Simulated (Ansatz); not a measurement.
System: sum formula GeH₃Te₄, charge 0, multiplicity 2. It need not be the lowest isomer of its formula. SMILES: [Te][Ge]([TeH])([TeH])[TeH]
Geometry from a B3LYP-D3(BJ)/def2-TZVP (Ansatz, a first-principles code) optimisation:
```xyz
8

Te     0.2230     1.9471    -1.6305
Ge     0.0360    -0.0765    -0.1384
Te    -1.0417     1.3180     1.8167
Te    -1.3974    -2.1040    -0.8587
Te     2.2353    -1.1204     0.7553
H     -2.5109     1.3723     1.0389
H     -2.7532    -1.1506    -0.9993
H      3.1179     0.1146     0.0818
```
Charge 0, spin multiplicity 2.

Parts of the frozen-core correlation energy in def2-SVP (Ansatz, hartree). Frozen orbitals: 50; correlated occupied orbitals by spin: 16 and 15; virtual: 85 and 86. Open shells are spin-unrestricted. No spin-orbit coupling. Past Kr the def2 sets carry scalar-relativistic core potentials.

| term | value |
|---|---|
| reference (HF) | -3144.90850 |
| MP2 opposite-spin | -0.35322 |
| MP2 same-spin | (withheld) |
| CCSD correlation | (withheld) |
| (T) | (withheld) |
| T1 diagnostic | 0.021 |
| largest doubles amplitude | 0.027 |
| <S^2> of the reference | 0.763 |

**Question.** Complete the blanks.

**Answer.** 
- MP2 same-spin, value: -0.11866
- CCSD correlation, value: -0.52956
- (T), value: -0.01971
